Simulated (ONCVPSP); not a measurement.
# An all-electron radial function and its pseudo partner (scandium (Sc))

Columns: radius, all-electron u(r) and pseudo u(r) of the 4s shell (level -4.19 eV) of scandium in the configuration [Ar] 3d1 4s2; PBEsol, scalar-relativistic, ONCV scheme, ONCVPSP 4.0.1.

```tsv
r (bohr)	all-electron	pseudo
0.132	0.0686	0.0085
0.265	0.1429	0.0179
0.398	0.0180	0.0290
0.530	-0.1295	0.0422
0.663	-0.2250	0.0583
0.795	-0.2545	0.0777
0.928	-0.2304	0.1011
1.060	-0.1706	0.1282
1.193	-0.0900	0.1592
1.325	-0.0018	0.1932
1.458	0.0875	0.2298
1.590	0.1715	0.2677
1.723	0.2486	0.3068
1.855	0.3163	0.3463
1.988	0.3753	0.3869
2.120	0.4248	0.4273
2.252	0.4658	0.4660
2.385	0.4994	0.4994
2.518	0.5258	0.5258
2.650	0.5455	0.5455
2.782	0.5595	0.5595
2.915	0.5683	0.5683
3.048	0.5724	0.5724
3.180	0.5724	0.5724
3.312	0.5689	0.5689
3.445	0.5622	0.5622
```

(1) How many radial nodes do the two functions have?

(2) At about which radius was the pseudo-wave matched?

(3) Is the pseudo-wave norm-conserving?

Results:

(1) The all-electron 4s function has n − l − 1 = 3 (the table is too coarse to show those close to the nucleus); the pseudo-wave has 0, since the states of the same l below it are removed with the core.

(2) 2.30 bohr, where the columns begin to agree (steps of 0.13 bohr).

(3) Yes: the ONCV scheme keeps the norm inside the radius equal to the all-electron one, which fixes the energy derivative of the logarithmic derivative at the level.
